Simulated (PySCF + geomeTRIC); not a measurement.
Species: [Ti(CH3)4] (charge 0, multiplicity 1).

Question: Give a relaxed geometry from BP86-D3(BJ)/def2-SVP (PySCF + geomeTRIC).

Answer: the end point of this relaxation.
Cartesian coordinates (Å) in one orientation:
```xyz
17

Ti    -0.027    -0.066    -0.056
C     -2.089    -0.114     0.131
H     -2.370    -0.480     1.143
H     -2.522    -0.794    -0.636
H     -2.504     0.909    -0.014
C      0.646    -1.906    -0.729
H      1.699    -2.065    -0.406
H      0.597    -1.942    -1.840
H      0.010    -2.718    -0.310
C      0.510     1.401    -1.414
H      1.476     1.132    -1.898
H      0.625     2.377    -0.891
H     -0.274     1.498    -2.197
C      0.827     0.348     1.785
H      0.146     0.995     2.381
H      1.797     0.875     1.642
H      1.006    -0.600     2.341
```
